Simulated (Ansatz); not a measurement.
Input file for `[AlH2][SiH2][SiH2][GaH2]`:

```yaml
crystal:
  periodic: [false, false, false]
  atoms:
    - {symbol: Al, position_ang: [-2.472577, 1.395550, 0.918814]}
    - {symbol: Si, position_ang: [-1.003798, 0.171802, -0.594265]}
    - {symbol: Si, position_ang: [1.006289, -0.185413, 0.579851]}
    - {symbol: Ga, position_ang: [2.460870, -1.379233, -0.905446]}
    - {symbol: H, position_ang: [-2.431169, 2.982615, 0.956339]}
    - {symbol: H, position_ang: [-3.384035, 0.604375, 1.950508]}
    - {symbol: H, position_ang: [-0.663588, 0.914987, -1.843258]}
    - {symbol: H, position_ang: [-1.527209, -1.167026, -0.996611]}
    - {symbol: H, position_ang: [0.679261, -0.938826, 1.825521]}
    - {symbol: H, position_ang: [1.539476, 1.147148, 0.988133]}
    - {symbol: H, position_ang: [2.417018, -2.949126, -0.967049]}
    - {symbol: H, position_ang: [3.379463, -0.596864, -1.912548]}
basis:
  gaussian: {orbitals: def2-TZVPP}
correlation: {method: ccsd_t}
output: {orbitals: {seedname: orbitals}}
```

```sh
$ ansatz run in.yaml --threads 4 --pin off --events-out ev --progress --plain --max-ram 10444MiB
```

Output of Ansatz, abridged:

```
Functional definition: HF
1665 factors; integrals over basis functions are off by at most 1.9e-3 eV
mean field evaluation 1: about -74766.0611 eV, gradient 1.8e1 eV
mean field evaluation 2: about -74766.2360 eV, gradient 1.8e1 eV
mean field evaluation 4: about -74768.1909 eV, gradient 4.6e0 eV
mean field evaluation 8: about -74768.2292 eV, gradient 2.0e-1 eV
mean field evaluation 16: about -74768.2297 eV, gradient 2.5e-6 eV
mean field -74768.22965723 eV, -2747.6817601768 hartree, gradient 2.5e-6 eV, S^2 0.000000; 0 other end points of the search recorded, 0 dependent functions left out
24 core orbitals not correlated: weight in the atoms' cores, before any rotation towards them, 1.000 or more for the frozen orbitals, at most 0.000 for the correlated occupied ones
reference -74768.22965723 eV, -2747.6817601768 hartree; 16, 16 occupied and 246, 246 virtual orbitals, 1665 factors
second order -15.38618814 eV of doubles, -0.00000000 eV of singles
cycle   1  -16.36065284 eV  change   -9.7e-1 eV  update   1.2e-1
cycle   2  -17.06975505 eV  change   -7.1e-1 eV  update   3.9e-2
cycle   3  -17.17198250 eV  change   -1.0e-1 eV  update   1.9e-2
cycle   4  -17.16584858 eV  change    6.1e-3 eV  update   5.1e-3
cycle   5  -17.16365643 eV  change    2.2e-3 eV  update   1.9e-3
cycle   6  -17.16267540 eV  change    9.8e-4 eV  update   7.1e-4
cycle   7  -17.16251900 eV  change    1.6e-4 eV  update   3.1e-4
cycle   8  -17.16260539 eV  change   -8.6e-5 eV  update   1.2e-4
cycle   9  -17.16263690 eV  change   -3.2e-5 eV  update   4.7e-5
cycle  10  -17.16261929 eV  change    1.8e-5 eV  update   1.8e-5
perturbative correction -0.64608646 eV, -0.0237432397 hartree
Total energy: -74786.03836298 eV, -2748.3362180422 hartree
```

It took 4.4 min on 4 threads of an Arm Neoverse V1 on a shared host, with 7.4 GiB of host memory at the peak.

The correlation energy is -17.809 eV, 3.6 % of it from (T); the T1 diagnostic reads 0.0143.
